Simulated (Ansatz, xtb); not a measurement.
## C5H4N2Se: which of two isomers lies lower

Structure a is `N#Cc1c[se]c(N)c1`, a singlet and structure b is `Cc1nc[se]c1C#N`, a singlet. Both are isolated molecules in the gas phase, relaxed with B3LYP/def2-SVP; the shapes shown needn't be the lowest conformers.

a (Å):

```xyz
12

C    -1.4438    0.9810   -0.6137
C    -0.6474   -0.1324   -0.1913
C    -0.6848   -0.6092    1.0973
C     0.9548   -1.8495   -0.5141
C     0.2590   -0.8130   -1.0836
N    -2.0868    1.8833   -0.9631
N     1.8268   -2.7327   -1.1184
Se    0.4680   -2.0657    1.3101
H    -1.2764   -0.2270    1.9264
H     2.5940   -3.0790   -0.5516
H     2.1279   -2.4664   -2.0511
H     0.3823   -0.5162   -2.1265
```

b (Å):

```xyz
12

C    -0.6908   -2.3343   -0.0429
C     0.1031   -1.2067   -0.6279
C     1.0788   -0.2082   -2.3783
C     0.5872   -0.1197    0.0836
C     0.4311    0.1340    1.4677
N     0.3900   -1.2230   -1.9702
N     0.3043    0.3450    2.6049
Se    1.5307    1.0537   -1.0533
H    -0.1682   -3.2897   -0.2107
H    -1.6670   -2.4094   -0.5483
H    -0.8563   -2.2032    1.0344
H     1.3926   -0.0646   -3.4161
```

Q: Which of the two would you expect CCSD(T)/def2-SVP + ΔMP2/def2-TZVPP electronic energies to favour?

A: Structure b; the calculation gives E(b) − E(a) = −5.0 kcal/mol.

How the difference moves with the method:

```
                             level        geometry  E(b) − E(a) (kcal/mol)  departure from the last row (kcal/mol)  job, with rough time for the two
                          GFN2-xTB        GFN2-xTB                     −12.0                                    −7.0               optimisation, 0.2 s
                         HF/STO-3G        GFN2-xTB                     −11.9                                    −6.9              single point, 0.58 s
                r2SCAN-D4/def2-SVP        GFN2-xTB                      −4.8                                    +0.2                 single point, 5 s
                    B3LYP/def2-SVP  B3LYP/def2-SVP                      −5.5                                    −0.5             optimisation, 1.9 min
                       HF/def2-SVP  B3LYP/def2-SVP                      −3.9                                    +1.1           part of the CCSD(T) run
                      MP2/def2-SVP  B3LYP/def2-SVP                      −5.9                                    −0.9           part of the CCSD(T) run
                  CCSD(T)/def2-SVP  B3LYP/def2-SVP                      −7.3                                    −2.3                      single point
CCSD(T)/def2-SVP + ΔMP2/def2-TZVPP  B3LYP/def2-SVP                      −5.0                                                     single point, 2.1 min
```

As drawn, b has 1 C–C, 2 C∷N, 2 C–H in place of 2 C∷C, 1 C–N, 2 N–H (∷ is an aromatic bond).

The levels shown agree on the order. The largest departure from CCSD(T)/def2-SVP + ΔMP2/def2-TZVPP is that of GFN2-xTB, 7.0 kcal/mol. The last row adds to CCSD(T) the change of the MP2 difference between the two basis sets, here +2.3 kcal/mol.

With thermal terms from frequencies at re-optimised GFN2-xTB minima (ideal gas, soft modes damped towards free rotors, one conformer each, 298.15 K, 1 atm): the zero-point term adds +0.1 kcal/mol; ΔH is −4.9 and ΔG −5.3 kcal/mol.

The correlated steps freeze 16 core orbitals; the filled d shell of Se is correlated, in a basis made for valence electrons. Codes used: Ansatz 0.2.0, xtb 6.7.1; the last row on 4 threads of Arm Neoverse V1 on a shared host.
